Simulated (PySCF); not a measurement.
# Te⁺ (tellurium, charge +1) across methods

[Kr] 4d10 5s1 5p3 5d1, high-spin 6D determinant (an excited configuration). Computed with PySCF 2.14 in aug-cc-pVQZ-DK3, with the spin-free X2C one-electron Hamiltonian (Gaussian nucleus).

| method | E (hartree) | mean ε 5s α (eV) | mean ε 5p α (eV) | mean ε 5d α (eV) | Σ⟨r²⟩ (bohr²) | ⟨S²⟩ |
| --- | --- | --- | --- | --- | --- | --- |
| LDA | -6786.07 | -27.747 | -17.397 | -5.904 | 58.74 | 8.751 |
| PBE | -6792.05 | -27.531 | -17.275 | -5.931 | 58.64 | 8.751 |
| r2SCAN | -6792.49 | -28.450 | -17.811 | -5.915 | 58.57 | 8.752 |
| UHF | -6789.73391 | -35.577 | -22.238 | -8.263 | 58.81 | 8.753 |

(1) Estimate the same row for PBE0.

The outer electron is Rydberg-like, and this basis confines it to a smaller radius and binds it less than a complete one would.

## Answers

(1) E (hartree) = -6792.14; mean ε 5s α (eV) = -29.737; mean ε 5p α (eV) = -18.662; mean ε 5d α (eV) = -6.575; Σ⟨r²⟩ (bohr²) = 58.42; ⟨S²⟩ = 8.751.
